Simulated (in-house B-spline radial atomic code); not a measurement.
A run on an ion of nuclear charge 5 with 5.8 electrons that did not converge. Method: non-relativistic RPBE, spin-polarised, spherical fractional occupations, point nucleus; computed with an all-electron radial atomic-structure program (B-spline basis).

Command:
```bash
python run_scf.py task.json out
```
Settings:
```
Z                5
configuration    [He] 2s2 2p1.8
hamiltonian      nr
method           rpbe,pbe
spin_polarised   True
```

First and last ten iterations of the last attempt (damped for 15 steps, keeping 80 % of the old Fock matrix, then DIIS):
```
 iter        energy (Eh)    residual
    1         -24.210217    8.73e-02
    2         -24.415787    6.56e-02
    3         -24.549876    4.30e-02
    4         -24.625916    2.71e-02
    5         -24.665820    1.65e-02
    6         -24.684742    9.72e-03
    7         -24.692840    5.47e-03
    8         -24.348168    3.39e-02
    9         -24.664107    1.56e-02
   10         -24.682703    8.81e-03
  111         -24.351093    3.17e-02
  112         -24.351004    3.18e-02
  113         -24.357225    3.11e-02
  114         -24.348069    3.26e-02
  115         -24.349996    3.20e-02
  116         -24.348463    3.24e-02
  117         -24.515789    5.10e-02
  118         -24.595682    3.45e-02
  119         -24.635834    2.50e-02
  120         -24.679791    1.15e-02
 not converged after 120 iterations
```

The smallest residual met was 1.1e-03; the threshold is about 1e-07. No energy from this run should be used. The likely cause: this method binds the added charge weakly or not at all at the basis-set limit, so charge moves back and forth between the atom and the box. Run time, properties included: 0.53 s on 1 thread of Intel(R) Xeon(R) Platinum 8559C (shared host).
